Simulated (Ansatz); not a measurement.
Relaxation of CH₆OS₂Si (11 atoms, charge 0, multiplicity 1), to a largest force component of 0.02 eV/Å in at most 50 steps.

Computed with RKS B3LYP-D4/def2-SVP (Ansatz).

```xyz
11
Properties=species:S:1:pos:R:3
O 1.783 0.663 2.211
C 0.966 0.666 1.008
S -0.131 -0.774 1.043
Si -1.190 -0.525 -0.722
S 0.017 -0.757 -2.433
H 1.641 -0.171 2.568
H 1.686 0.620 0.166
H 0.427 1.610 0.940
H -2.317 -1.557 -0.731
H -1.858 0.822 -0.709
H -0.958 -0.654 -3.320
```

Task: Where does it end, and by what steps?

Result: The run converged. After 25 steps the energy has fallen by 0.676 eV; H6 moved furthest, 2.28 Å.

```
step  energy less start (eV)  largest force component (eV/Å)  accepted
   0                  0.0000                           2.539       yes
   1                 -0.2604                           1.011       yes
   2                 -0.3023                           0.792       yes
   3                 -0.3559                           0.720       yes
   4                 -0.4311                           0.359       yes
   5                 -0.4614                           0.252       yes
   6                 -0.4793                           0.141       yes
   7                 -0.4732                           0.446        no
   8                 -0.4882                           0.053       yes
   9                 -0.4947                           0.141       yes
  10                 -0.4978                           0.309       yes
  11                 -0.5029                           0.325       yes
  12                 -0.5175                           0.059       yes
  13                 -0.5246                           0.063       yes
  14                 -0.5291                           0.490       yes
  15                 -0.5373                           0.327       yes
  16                 -0.5500                           0.302       yes
  17                 -0.5631                           0.422       yes
  18                 -0.5875                           0.476       yes
  19                 -0.6249                           0.513       yes
  20                 -0.6610                           0.368       yes
  21                 -0.6721                           0.273       yes
  22                 -0.6705                           0.214        no
  23                 -0.6760                           0.040       yes
  24                 -0.6763                           0.035       yes
  25                 -0.6763                           0.018       yes
```

```xyz
11
Properties=species:S:1:pos:R:3
O 1.805 0.161 1.133
C 0.640 0.886 1.219
S -0.913 -0.160 1.470
Si -1.311 -0.632 -0.571
S 0.501 -1.419 -1.515
H 1.784 -0.350 0.305
H 0.450 1.537 0.345
H 0.682 1.516 2.118
H -2.398 -1.644 -0.576
H -1.690 0.550 -1.397
H 0.515 -0.504 -2.511
```

Time of the run: 2 min on 2 threads of Intel(R) Xeon(R) Platinum 8175M CPU @ 2.50GHz (Skylake/Cascade Lake), on a shared host, peak memory 0.27 GiB.
